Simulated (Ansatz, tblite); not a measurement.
Adding an electron: the cluster Si5Mo2⁺. Charge 1, multiplicity 2. Geometry: r2SCAN-D4/def2-SVP. Ansatz, gas phase; energy differences of separate SCF runs; the reduced species is a triplet (the singlet lies 0.23 eV higher at PBE0-D4/def2-TZVP).

```xyz
7

Mo    0.6426    0.9343   -0.8056
Mo    1.7450   -1.0192   -1.0144
Si   -1.7641    0.5776   -1.2420
Si    0.9801   -0.7021    1.2010
Si    0.4257    1.5115    1.5883
Si   -1.4434    0.0679    1.0945
Si   -0.5860   -1.3700   -0.8219
```

In the def2 sets Mo takes a core potential; there is no spin–orbit coupling. The xTB rows come from tblite. The structure comes from a short search, and lower isomers may exist.

```tsv
level	−HOMO (eV)	−LUMO (eV)	vertical EA (eV)	HOMO–LUMO gap (eV)	remarks
GFN1-xTB	–	–	10.91	–	–
r2SCAN-D4/def2-TZVP	9.06	8.11	6.20	0.95	spin-contaminated (⟨S²⟩ 0.84) (+1 doublet)
```

Q: Estimate the rows for PBE-D4/def2-TZVP, PBE0-D4/def2-TZVP.

A: 
| level | −HOMO (eV) | −LUMO (eV) | vertical EA (eV) | HOMO–LUMO gap (eV) | remarks |
| --- | --- | --- | --- | --- | --- |
| PBE-D4/def2-TZVP | 8.79 | 8.15 | 6.13 | 0.64 | – |
| PBE0-D4/def2-TZVP | 9.66 | 7.48 | 6.24 | 2.18 | spin-contaminated (⟨S²⟩ 0.90) (+1 doublet) |

  HOMO and LUMO are the levels of the spin that leaves or enters (xTB has no such levels and no spin-polarisation term). Other spin states of the ions may lie lower, which would lower the ionisation energy or raise the affinity. Raw xTB energy differences between charge states are shifted by several eV; the methods need an empirical correction for them.
